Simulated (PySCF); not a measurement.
## Working out the ionisation energy of Fe⁺

Fe⁺ [Ar] 3d6 4s1 (6D) → Fe²⁺ [Ar] 3d6 (5D). Computed with PySCF 2.14 in Sapporo-DKH3-DZP-2012 (6s4p3d1f, 40 functions), with scalar relativity by spin-free X2C-1e. Frozen: [Ar]. Energies in hartree (1 hartree = 27.21139 eV):

| part | Fe⁺ (lower) | Fe²⁺ (upper) |
| --- | --- | --- |
| UHF | -1271.079251 | -1270.516481 |
| MP2 opposite-spin | -0.045096 | -0.039603 |
| MP2 same-spin | -0.068792 | -0.054585 |

Problem. What does Hartree-Fock give?

Solution. (-1270.516481) − (-1271.079251) = 0.562770 hartree = 15.314 eV.

Problem. What do MP2 and SCS-MP2 (6/5 opposite-spin, 1/3 same-spin) give?

Solution. The opposite-spin parts differ by 0.149 eV and the same-spin parts by 0.387 eV. MP2: 15.314 + (0.149) + (0.387) = 15.850 eV. SCS-MP2: 15.314 + 1.2 × (0.149) + (0.387)/3 = 15.622 eV.

Reference: 16.199 eV (measured; NIST Atomic Spectra Database, ionization energies), between the lowest levels; spin-orbit coupling is absent from the calculation.

A double-zeta basis recovers only part of the correlation energy.

What remains against the reference includes basis incompleteness, the frozen core and correlation beyond second order.
